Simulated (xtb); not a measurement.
Input file for xtb: GFN2-xTB on NaTl, 2S+1 = 1, a spin state set in the input, which need not be the lowest, a point of a bond scan (R = 3.569 Å).

```
$ xtb mol.xyz --gfn 2 --sp --chrg 0 --uhf 0
2

Na     0.00000000     0.00000000     0.00000000
Tl     0.00000000     0.00000000     3.56942700
```

It printed:

```
[...]
           -------------------------------------------------
          |                Calculation Setup                |
           -------------------------------------------------



           -------------------------------------------------
          |                 G F N 2 - x T B                 |
           -------------------------------------------------

        Reference                      10.1021/acs.jctc.8b01176
      * Hamiltonian:
        H0-scaling (s, p, d)           1.850000    2.230000    2.230000
        zeta-weighting                 0.500000
      * Dispersion:
        s8                             2.700000
        a1                             0.520000
        a2                             5.000000
        s9                             5.000000
      * Repulsion:
        kExp                           1.500000    1.000000
        rExp                           1.000000
      * Coulomb:
        alpha                          2.000000
        third order                    shell-resolved
        anisotropic                    true
        a3                             3.000000
        a5                             4.000000
        cn-shift                       1.200000
        cn-exp                         4.000000
        max-rad                        5.000000


          ...................................................
          :                      SETUP                      :
          :.................................................:
          :  # basis functions                   8          :
          :  # atomic orbitals                   8          :
          :  # shells                            4          :
          :  # electrons                         4          :
          :  max. iterations                   250          :
          :  Hamiltonian                  GFN2-xTB          :
          :  restarted?                      false          :
          :  GBSA solvation                  false          :
          :  PC potential                    false          :
          :  electronic temp.          300.0000000     K    :
          :  accuracy                    1.0000000          :
          :  -> integral cutoff          0.2500000E+02      :
          :  -> integral neglect         0.1000000E-07      :
          :  -> SCF convergence          0.1000000E-05 Eh   :
          :  -> wf. convergence          0.1000000E-03 e    :
          :  Broyden damping             0.4000000          :
          :  net charge                          0          :
          :  unpaired electrons                  0          :
          ...................................................

 iter      E             dE          RMSdq      gap      omega  full diag
   1     -1.6010343 -0.160103E+01  0.203E+01    3.16       0.0  T
   2     -1.6997253 -0.986910E-01  0.634E+01    1.04       1.0  T
   3     -1.6994631  0.262141E-03  0.658E+01    1.03       1.0  T
   4     -1.7016478 -0.218472E-02  0.220E+01    1.22       1.0  T
   5     -1.7017875 -0.139666E-03  0.780E-01    1.35       1.0  T
   6     -1.7017878 -0.312483E-06  0.308E-02    1.35       2.3  T
   7     -1.7017878  0.212248E-08  0.321E-02    1.35       2.2  T
   8     -1.7017878 -0.103835E-07  0.178E-03    1.35      39.7  T
   9     -1.7017878 -0.205993E-09  0.146E-03    1.35      48.5  T
  10     -1.7017878 -0.754519E-10  0.122E-04    1.35     580.6  T
  11     -1.7017878 -0.322631E-12  0.375E-06    1.35   18853.0  T

   *** convergence criteria satisfied after 11 iterations ***

         #    Occupation            Energy/Eh            Energy/eV
      -------------------------------------------------------------
         1        2.0000           -0.6167253             -16.7819
         2        2.0000           -0.2169799              -5.9043 (HOMO)
         3                         -0.1671881              -4.5494 (LUMO)
         4                         -0.1671881              -4.5494
         5                         -0.1207627              -3.2861
         6                         -0.0061343              -0.1669
         7                         -0.0061343              -0.1669
         8                          0.2360610               6.4235
      -------------------------------------------------------------
                  HL-Gap            0.0497918 Eh            1.3549 eV
             Fermi-level           -0.1924007 Eh           -5.2355 eV

 SCC (total)                   0 d,  0 h,  0 min,  0.003 sec
 SCC setup                      ...        0 min,  0.000 sec (  5.367%)
 Dispersion                     ...        0 min,  0.000 sec (  1.460%)
 classical contributions        ...        0 min,  0.000 sec (  0.926%)
 integral evaluation            ...        0 min,  0.000 sec ( 11.716%)
 iterations                     ...        0 min,  0.002 sec ( 58.515%)
 molecular gradient             ...        0 min,  0.000 sec ( 14.450%)
 printout                       ...        0 min,  0.000 sec (  6.769%)

         :::::::::::::::::::::::::::::::::::::::::::::::::::::
         ::                     SUMMARY                     ::
         :::::::::::::::::::::::::::::::::::::::::::::::::::::
         :: total energy              -1.701780753393 Eh    ::
         :: gradient norm              0.007465149449 Eh/a0 ::
         :: HOMO-LUMO gap              1.354904025841 eV    ::
         ::.................................................::
         :: SCC energy                -1.701787818442 Eh    ::
         :: -> isotropic ES            0.002127802735 Eh    ::
         :: -> anisotropic ES         -0.001816935503 Eh    ::
         :: -> anisotropic XC         -0.005603740414 Eh    ::
         :: -> dispersion             -0.000914886085 Eh    ::
         :: repulsion energy           0.000007065049 Eh    ::
         :: add. restraining           0.000000000000 Eh    ::
         :: total charge              -0.000000000008 e     ::
         :::::::::::::::::::::::::::::::::::::::::::::::::::::

           -------------------------------------------------
          |                Property Printout                |
           -------------------------------------------------

    * Orbital Energies and Occupations

         #    Occupation            Energy/Eh            Energy/eV
      -------------------------------------------------------------
         1        2.0000           -0.6167253             -16.7819
         2        2.0000           -0.2169799              -5.9043 (HOMO)
         3                         -0.1671881              -4.5494 (LUMO)
         4                         -0.1671881              -4.5494
         5                         -0.1207627              -3.2861
         6                         -0.0061343              -0.1669
         7                         -0.0061343              -0.1669
         8                          0.2360610               6.4235
      -------------------------------------------------------------
                  HL-Gap            0.0497918 Eh            1.3549 eV
             Fermi-level           -0.1924007 Eh           -5.2355 eV

     #   Z          covCN         q      C6AA      α(0)
     1  11 Na       0.473     0.129   436.624    81.616
     2  81 Tl       0.473    -0.129   725.504    70.894

 Mol. C6AA /au·bohr⁶  :       2173.740505
 Mol. C8AA /au·bohr⁸  :     345013.064816
 Mol. α(0) /au        :        152.509391


Wiberg/Mayer (AO) data.
largest (>0.10) Wiberg bond orders for each atom

 ---------------------------------------------------------------------------
     #   Z sym  total        # sym  WBO       # sym  WBO       # sym  WBO
 ---------------------------------------------------------------------------
     1  11 Na   0.936 --     2 Tl   0.936
Note: The following floating-point exceptions are signalling: IEEE_DENORMAL
normal termination of xtb
     2  81 Tl   0.936 --     1 Na   0.936
 ---------------------------------------------------------------------------

Topologies differ in total number of bonds
Writing topology from bond orders to xtbtopo.mol

molecular dipole:
                 x           y           z       tot (Debye)
 q only:        0.000       0.000      -0.870
   full:        0.000      -0.000      -0.391       0.993
molecular quadrupole (traceless):
                xx          xy          yy          xz          yz          zz
 q only:        2.936       0.000       2.936       0.000       0.000      -5.871
  q+dip:       -0.438       0.000      -0.438      -0.000      -0.000       0.876
   full:        2.472      -0.000       2.472      -0.000       0.000      -4.945


           -------------------------------------------------
          | TOTAL ENERGY               -1.701780753393 Eh   |
          | GRADIENT NORM               0.007465149449 Eh/α |
          | HOMO-LUMO GAP               1.354904025841 eV   |
           -------------------------------------------------

------------------------------------------------------------------------
------------------------------------------------------------------------
 total:
 SCF:
```

The run finished.

Cost: about 0.08 core-seconds (a rough figure).
